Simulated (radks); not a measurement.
The numbers below are computed, except where a source is named.
Q: The mean radii <r> (bohr) of the occupied orbitals of an atom or ion are listed with their occupations. Level of theory: non-relativistic Kohn-Sham, LDA (Slater exchange, VWN5 correlation), spin-polarised, spherical densities, point nucleus (a radial shooting solver on a logarithmic mesh with Libxc functionals).

| orbital | occ. | <r> |
|---|---|---|
| 1s up | 1 | 0.1314 |
| 1s down | 1 | 0.1314 |
| 2s up | 1 | 0.7022 |
| 2s down | 1 | 0.7012 |
| 2p up | 3 | 0.6901 |
| 2p down | 3 | 0.6876 |
| 3s up | 1 | 2.753 |

Name the element and its charge. Open shells, if any, are filled with parallel spins first.

A: Z = 12, magnesium, charge +1: Mg+ in [Ne] 3s1. The 1s radius gives Z: for a bare nucleus <r> = 1.5/Z, 0.125 bohr for Z = 12, and screening makes it slightly larger (0.1314 here). The occupations add up to 11, and the charge is Z minus that.
